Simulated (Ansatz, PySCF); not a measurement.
Cu(I) anion (CuI), SMILES [Cu][I] (connectivity only; charge and spin as stated), charge -1, multiplicity 2. Atoms are numbered in the order given.

```xyz
2

Cu     0.0000     0.0000    -1.6475
I      0.0000     0.0000     0.9010
```
Charge -1, spin multiplicity 2.

Coordinates come from a PBE0-D3(BJ)/def2-TZVPD optimisation. The spin state was assumed, not searched. The def2 effective core potentials stand for the cores of I; spin–orbit coupling is left out.

Two levels are set side by side: PBE-D3(BJ)/def2-TZVPD (Ansatz, a quantum-chemistry and plane-wave program) and PBE0-D3(BJ)/def2-TZVPD (Ansatz). Each level has its own optimised geometry; the coordinates shown are those of the second. Frequencies come from the Hessian of PySCF at each geometry. Differences are taken from unrounded values.

```
quantity                            PBE0-D3(BJ)
----------------------------------  -----------
bond Cu1–I2 (Å)                           2.548
highest harmonic wavenumber (cm⁻¹)          168
mean harmonic wavenumber (cm⁻¹)             168
zero-point energy (kcal/mol)               0.24
```

**Question.** What does PBE-D3(BJ) give, and how far is it from PBE0-D3(BJ)? (An estimate is asked for; the answer gives what the named calculation found.)

**Answer.** 
```csv
quantity,PBE-D3(BJ),PBE-D3(BJ) minus PBE0-D3(BJ)
bond Cu1–I2 (Å),2.540,-0.009
highest harmonic wavenumber (cm⁻¹),171,4
mean harmonic wavenumber (cm⁻¹),171,4
zero-point energy (kcal/mol),0.24,0.01
```
